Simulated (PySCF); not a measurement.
Compound: C7H13Al.
Bonds: C1–C2 (double), C2–Al3, Al3–C4, C4–C5, C5–C6, C6–C7, C7–C8, C4–C8. Hydrogens: H9, H10 on C1; H11 on C2; H12 on Al3; H13 on C4; H14, H15 on C5; H16, H17 on C6; H18, H19 on C7; H20, H21 on C8.

All values: PBE0/pcSseg-1 and CAM-B3LYP/def2-SVPD (PySCF, non-relativistic), on one gas-phase PBE0-D3(BJ)/def2-SVP geometry that isn't relaxed in the solvent. The solvent is an IEF-PCM continuum (cavity from Bondi-type radii × 1.2). Only the electrostatic response of the medium enters.

Gas phase at PBE0/pcSseg-1: HOMO -7.27 eV, LUMO -1.40 eV, dipole 0.75 D.

Q: What does the continuum do to the energy, the frontier levels and the dipole at PBE0/pcSseg-1 in acetone and water?

A: 
```tsv
solvent	ε	E(solvent) − E(gas) (kcal/mol)	polarisation term (kcal/mol)	distortion of the solute (kcal/mol)	HOMO (eV)	LUMO (eV)	dipole (D)
acetone	20.49	-3.22	-3.55	0.33	-7.11	-1.15	1.00
water	78.36	-3.43	-3.81	0.38	-7.10	-1.13	1.02
```

The first energy column is the sum of the next two and covers electrostatics alone. From acetone to water the lowering changes by a factor 1.07, Onsager's factor (ε − 1)/(2ε + 1) by 1.06 and ε itself by 3.8.

Q: Which Hirshfeld charges (PBE0/pcSseg-1) respond most in acetone (means over atoms taken as equivalent)?

A: 
```csv
atoms,environment,gas (e),solvent (e),change
Al3,aluminium bonded to 2 C and H,+0.515,+0.537,+0.022
H12,Al–H hydrogen,-0.176,-0.194,-0.018
C1,terminal =CH2 carbon,-0.079,-0.088,-0.009
C4,sp3 CH carbon,-0.174,-0.171,+0.003
C6/C7,ring CH2 carbon,-0.068,-0.071,-0.003
H11,vinylic hydrogen,+0.031,+0.033,+0.002
H14/H20,methylene hydrogen,+0.035,+0.037,+0.002
H13,methine hydrogen,+0.022,+0.024,+0.002
H10,vinylic hydrogen,+0.044,+0.046,+0.002
C2,alkene CH carbon,-0.210,-0.211,-0.001
H16/H18,methylene hydrogen,+0.035,+0.034,-0.001
H9,vinylic hydrogen,+0.042,+0.043,+0.001
```

Gas phase at CAM-B3LYP/def2-SVPD: HOMO -8.57 eV, LUMO -0.38 eV, dipole 0.77 D.

Q: What does the continuum do to the energy, the frontier levels and the dipole at CAM-B3LYP/def2-SVPD in acetone?

A: 
```csv
solvent,ε,E(solvent) − E(gas) (kcal/mol),polarisation term (kcal/mol),distortion of the solute (kcal/mol),HOMO (eV),LUMO (eV),dipole (D)
acetone,20.49,-3.36,-3.78,0.42,-8.37,-0.08,1.05
```

Q: How does the static polarisability (CAM-B3LYP/def2-SVPD, frozen core, with the continuum's full static response) change?

A: 
| medium | isotropic (au) | principal values (au) | ⟨r²⟩ of the electrons (bohr²) |
| --- | --- | --- | --- |
| gas | 109.4 | 91.5, 95.4, 141.3 | 1804.0 |
| acetone | 146.4 | 127.5, 136.3, 175.4 | 1805.5 |

The isotropic value in acetone is 1.34 times the gas-phase one; no cavity-field correction is applied. ⟨r²⟩ is taken about the centre of nuclear charge.
